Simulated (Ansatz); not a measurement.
```yaml
crystal:
  periodic: [false, false, false]
  atoms:
    - {symbol: C, position_ang: [-0.820268, 1.106411, -0.419175]}
    - {symbol: Al, position_ang: [0.540267, -0.258779, -0.143409]}
    - {symbol: Te, position_ang: [0.151133, -2.006240, 1.648222]}
    - {symbol: H, position_ang: [-0.397795, 2.104736, -0.264066]}
    - {symbol: H, position_ang: [-1.677757, 0.995956, 0.247873]}
    - {symbol: H, position_ang: [-1.187893, 1.077440, -1.450261]}
    - {symbol: H, position_ang: [1.885130, -0.343277, -0.977016]}
    - {symbol: H, position_ang: [1.599383, -2.733245, 1.302132]}
basis:
  gaussian: {orbitals: def2-TZVPD, final_grid: {core_spheres: 1, valence_spheres: 1, degree: 1}}
hamiltonian: {xc: {name: PBE}}
accuracy: high
scf: {lower_state_search: off}
```

```sh
$ ansatz run in.yaml --threads 2 --pin off --events-out ev --progress --plain --max-ram 4352MiB
```

It prints (some lines left out):

```
Functional definition: PBE
3282 factors; integrals over basis functions are off by at most 3.2e-9 eV
mean field evaluation 1: about -14994.7143 eV, gradient 6.5e1 eV
mean field evaluation 2: about -14975.2930 eV, gradient 9.2e1 eV
mean field evaluation 4: about -15004.4169 eV, gradient 1.1e1 eV
mean field evaluation 16: about -15208.2855 eV, gradient 8.7e1 eV
mean field evaluation 32: about -15244.5893 eV, gradient 6.6e-1 eV
mean field -15244.63687669 eV, -560.2300720325 hartree, gradient 3.0e-8 eV, S^2 0.000000; 0 other end points of the search recorded, 0 dependent functions left out
reference -15244.63687678 eV, -560.2300720357 hartree; 24, 24 occupied and 160, 160 virtual orbitals, 3282 factors
Total energy: -15244.63687678 eV, -560.2300720357 hartree
Checks for a lower state left out: stability, starts, cluster_reference, orbital_swaps, neighbouring_geometries, increment
```

Task: Something in this input is off. What?

Result: The integration grid is far too coarse. Self-consistency was reached. The result belongs to that input, not to the molecule as meant.
